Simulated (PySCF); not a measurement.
# Calcium: a sound run and one with changed settings

Sound run: Ca²⁺ [Ar], Ca³⁺ [Ne] 3s2 3p5. Computed with PySCF 2.14 in cc-pVDZ-X2C, with the spin-free X2C one-electron Hamiltonian (Gaussian nucleus). In the sound run the correlated levels freeze [Ne] 3s2. The sound run starts from symmetry-adapted Hartree-Fock orbitals and uses a fine grid where one is needed.

A second run was set up differently.

```tsv
species	method	sound run (hartree)	changed run (hartree)	converged
Ca²⁺	MP2	-679.08319	-679.08852	yes
Ca²⁺	CCSD(T)	-679.09103	-679.09590	yes
Ca³⁺	MP2	-677.19881	-677.21499	yes
Ca³⁺	CCSD(T)	-677.20475	-677.22403	yes
```

Ionisation energy of Ca²⁺:

```csv
method,sound run (eV),changed run (eV)
UHF,50.605,50.605
MP2,51.277,50.981
SCS-MP2,51.225,50.906
CCSD,51.326,50.931
CCSD(T),51.328,50.936
```

(1) What was changed?
A. a valence shell is frozen
B. level shift left on
C. minimal basis
D. all electrons correlated in a valence basis

## Answers

(1) D. A valence basis has no tight correlating functions, so it recovers only part of the core correlation, and not evenly between atom and ion.
